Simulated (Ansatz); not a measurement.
SrS₂⁻ was relaxed with r2SCAN-D4 (def2-TZVPD) in Ansatz in these states: charge -1 doublet, charge -1 quartet. The geometries follow in no particular order.

In the def2 sets Sr takes a core potential; there is no spin–orbit coupling.

A:

```xyz
3

Sr   -0.2206    0.5548   -0.7652
S    -1.9472    0.4186    1.4794
S     2.1678   -0.9734   -0.7142
```

B:

Cartesian coordinates in Å:
```
Sr 0.008 0.013 0.001
S 1.788 -1.033 -1.583
S -1.796 1.020 1.582
```

Judge from the bond lengths which geometry belongs to which state (an estimate).

A is the charge -1 quartet (Sr1–S3 2.836 Å, Sr1–S2 2.835 Å); B is the charge -1 doublet (Sr1–S3 2.602 Å, Sr1–S2 2.602 Å).

At r2SCAN-D4/def2-TZVPD the highest occupied level of the charge -1 quartet lies above zero (up to 0.45 eV). It is a level of α spin, whose loss leaves a triplet; that state wasn't run at this geometry and level. The electron is either unbound and held by the finite basis, or the level is raised by self-interaction error. At PBE0-D4/def2-TZVPD a doublet lies 1.37 eV below the charge -1 quartet. These are the stationary points nearest to one start from a short search; other shapes may lie lower in each state.
